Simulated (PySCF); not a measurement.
GeH3Cl, SMILES [Cl][GeH3]. Geometry: PBE0-D3(BJ)/def2-TZVP.

All values below come from PBE0-D3(BJ)/def2-TZVP run with PySCF.

Harmonic wavenumbers (cm⁻¹): 427, 596, 596, 849, 871, 871, 2177, 2188, 2188. Rotational constants (GHz): 77.96, 4.290, 4.290; symmetry number 3.

Question: Work out the zero-point energy and the ideal-gas rigid-rotor harmonic-oscillator thermochemistry at 298.15 K and 1 atm.

Answer: ZPE = ½ Σ hcν = ½ × 10765 cm⁻¹ = 15.39 kcal/mol. H − E(el) = 18.26 kcal/mol. Entropy in cal/(mol K): translation 40.03, rotation 20.75, vibration 2.27, total 63.04. G − E(el) = -0.54 kcal/mol. Cp = 13.11 cal/(mol K).
